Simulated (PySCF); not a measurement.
Stepwise substitution at one centre (Ga Cl-OH). Isolated molecules, 0 K electronic values unless said otherwise. One relaxed conformer stands for each flexible species; it need not be the lowest. Strings in code marks are SMILES.

The HOMO from two functionals at the same geometries (r2SCAN-D4/def2-TZVP), both in PySCF: PBE-D3(BJ)/def2-TZVP and r2SCAN-D4/def2-TZVP. 

```csv
species,r2SCAN-D4/def2-TZVP (eV)
0 of 3 Cl replaced by OH (`[Cl][Ga]([Cl])[Cl]`),-8.40
1 of 3 Cl replaced by OH,-8.29
"2 of 3 Cl replaced by OH (`[OH][Ga]([Cl])[OH]` (H–O–Ga–Cl torsion 0°, Cl–Ga–O–H torsion 180°))",-7.90
3 of 3 Cl replaced by OH (`[Ga]([OH])([OH])[OH]`),-7.61
```

What does PBE-D3(BJ)/def2-TZVP give for each?


- 0 of 3 Cl replaced by OH (`[Cl][Ga]([Cl])[Cl]`): -8.01
- 1 of 3 Cl replaced by OH: -7.89
- 2 of 3 Cl replaced by OH (`[OH][Ga]([Cl])[OH]` (H–O–Ga–Cl torsion 0°, Cl–Ga–O–H torsion 180°)): -7.51
- 3 of 3 Cl replaced by OH (`[Ga]([OH])([OH])[OH]`): -7.21
Over these rows, drawn at random from the members with no instability flagged (it was tested for open shells, ions and some series alone), PBE minus r2SCAN-D4: mean +0.39 eV, from +0.39 eV to +0.40 eV.
